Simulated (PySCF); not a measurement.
# Computed records: AlF₂H₂

Calculation on a computer-drawn molecule: optimised geometry and harmonic frequencies of an isolated molecule of the commonest isotopes, restricted reference for singlets and unrestricted otherwise, frozen core in MP2. Program: PySCF 2.14.0.

AlF₂H₂

Start structure:
```xyz
5
AlF2H2
F      0.2795    -0.8887    -0.5347
Al     0.7171    -0.7625     1.1043
F      1.2175     0.8390     1.3855
H     -0.5850    -1.0832     2.0290
H      1.9626    -1.7692     1.4016
```

Here we set charge -1, multiplicity 1, method MP2 and basis aug-cc-pV(D+d)Z.

It finds rotational constants 20.72, 6.411, 5.276 GHz; total energy -442.6965 hartree; convergence status largest gradient component 1.851e-05 hartree/bohr.

Drawn bonds:
| atom | other atom | order |
| --- | --- | --- |
| 1 | 2 | 1 |
| 2 | 3 | 1 |
| 2 | 4 | 1 |
| 2 | 5 | 1 |

Optimised structure:
```xyz
5
AlF2H2
F      0.2687    -0.9052    -0.5604
Al     0.7168    -0.7699     1.1111
F      1.2286     0.8626     1.4045
H     -0.5871    -1.0826     2.0294
H      1.9647    -1.7697     1.4010
```

Modes:
| frequency (cm⁻¹) | reduced mass (dalton) |
| --- | --- |
| 246.9 | 13.43 |
| 574.1 | 1.432 |
| 581.3 | 1.055 |
| 637 | 11.68 |
| 675.6 | 4.623 |
| 791.6 | 1.331 |
| 812.5 | 1.092 |
| 1725 | 1.054 |
| 1786 | 1.024 |
